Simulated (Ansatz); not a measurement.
H5OPSeSi, SMILES `OP[SiH2][SeH]` at its PBE0-D4/def2-TZVP geometry, where that method's forces vanish. Charge 0, multiplicity 1.

```xyz
9

O    -1.2146    1.4879   -0.8240
P    -1.1801   -0.1709   -0.7372
Si    0.9277   -0.4548    0.0264
Se    1.0379    0.1189    2.2303
H    -2.0163    1.8110   -0.4059
H    -0.8108   -0.4514   -2.0861
H     1.2907   -1.8818   -0.1930
H     1.9190    0.4345   -0.6311
H     0.0465   -0.8933    2.6205
```

(1) What forces (eV/Å) does PBE-D4/def2-TZVPP give on these atoms in the Gaussian-basis code of Ansatz? (Estimate.)

Answers

(1) Computed: 
```
O1   0.361  0.469 -0.245
P2  -0.235 -0.531  0.213
Si3 -0.030 -0.045 -0.055
Se4  0.202  0.260  0.149
H5  -0.377  0.140  0.206
H6   0.077 -0.050 -0.228
H7   0.049 -0.162 -0.041
H8   0.132  0.102 -0.057
H9  -0.178 -0.183  0.058
```
